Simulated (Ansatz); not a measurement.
def2 core potentials replace the inner electrons of Sb.

Cartesian coordinates (Å):
```xyz
15

C     -1.3588     1.0852     0.0363
C     -0.3721    -0.0637    -0.1540
C     -0.9557    -1.4433     0.1385
Sb     1.4484     0.2731     1.0310
O      2.4668    -1.2424     0.2014
O      1.9367     1.7350    -0.2626
H     -2.2403     0.9629    -0.6179
H     -0.8921     2.0526    -0.2060
H     -1.7329     1.1331     1.0742
H      0.0290    -0.0302    -1.1824
H     -1.7950    -1.6735    -0.5413
H     -0.1961    -2.2323     0.0201
H     -1.3477    -1.5079     1.1685
H      2.3023    -1.2797    -0.7535
H      2.7075     2.2309     0.0476
```
Charge 0, multiplicity 1.

Task: What LUMO, dipole moment, vertical ionisation energy (Delta-SCF), HOMO–LUMO gap, total energy and HOMO does PBE0-D3(BJ)/def2-TZVP // B3LYP-D3(BJ)/def2-SVP (Ansatz, an electronic-structure program) give?

Result: 
The LUMO comes out as -0.77 eV, the dipole moment is 1.39 D and the vertical ionisation energy (Delta-SCF) is 8.76 eV. The HOMO–LUMO gap is 6.15 eV. The total energy comes out as -510.2947 Ha and the HOMO comes out as -6.92 eV.
